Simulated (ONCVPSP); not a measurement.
## Before and after: ONCV potential for Tc

technetium (Tc), optimised norm-conserving Vanderbilt (ONCV), made with ONCVPSP 4.0.1 (PBE, scalar-relativistic). Core [Ar] 3d10, reference 4s2 4p6 4d6 5s1. Waves: 4s+5s: rc 1.45 bohr, ncon 4, nbas 8, qcut 7.2 1/bohr, 2 projectors; 4p: rc 1.25 bohr, ncon 4, nbas 8, qcut 5.4 1/bohr, 2 projectors, debl 2.9 Ha; 4d: rc 2.20 bohr, ncon 4, nbas 8, qcut 7.3 1/bohr, 2 projectors, debl 1.3 Ha. Local part: polynomial inside 0.80 bohr (lpopt 2, dvloc0 -1 Ha). Core correction: Teter function, fcfact 3.75, rcfact 1.55.

Change: s: qcut 4.9; p: qcut 3.7; d: qcut 4.9.

Cutoffs: the cutoffs (Ha) at which the residual kinetic energy of the hardest occupied pseudo-wave falls to 1 and 0.1 mHa per electron; they do not see the model core or the augmentation charge, which bear on the density cutoff. Errors are all-electron minus pseudo energies relative to the spin-unpolarised reference configuration.

Task: Predict the effect on cutoff, ghosts and configuration errors.

Result: The potential gets softer (106 Ha and 132 Ha → 72 Ha and 126 Ha); of the 4 tests that both files solve, the error grows in 3 and shrinks in 1 by more than 15 % and 0.3 meV (median size 3.5 → 15.9 meV); neither file shows a bound ghost.

```csv
quantity,base,changed
"cutoff, loose",106 Ha,72 Ha
"cutoff, tight",132 Ha,126 Ha
loose cutoff by channel,"s 22 Ha, p 106 Ha, d 18 Ha","s 72 Ha, p 64 Ha, d 18 Ha"
bound ghosts,none,none
GHOST(+) flags under 300 eV,s at 189.4 eV,s at 144.4 eV
"error for 4s2 4p6 4d5 5s2, meV [ΔE 0.94 eV]",+4.6,+20
"error for 4s2 4p6 4d5 5s1, meV [ΔE 9.09 eV]",+2.5,+12
"error for 4s2 4p6 4d5 5s0, meV [ΔE 23.94 eV]",-1.3,+0.3
"error for 4s1 4p6 4d5 5s2, meV [ΔE 80.88 eV]",-91,-241
s: phases at 1.47 bohr within 0.05 rad from the reference energy up to (Ha; the scan ends near 5),3.7,2.9
p: phases at 1.27 bohr within 0.05 rad from the reference energy up to (Ha; the scan ends near 5),to the end of the scan,to the end of the scan
d: phases at 2.24 bohr within 0.05 rad from the reference energy up to (Ha; the scan ends near 5),to the end of the scan,to the end of the scan
"rms error of d²Exc/dni dnj with the model core, mHa",1.98,2.42
```
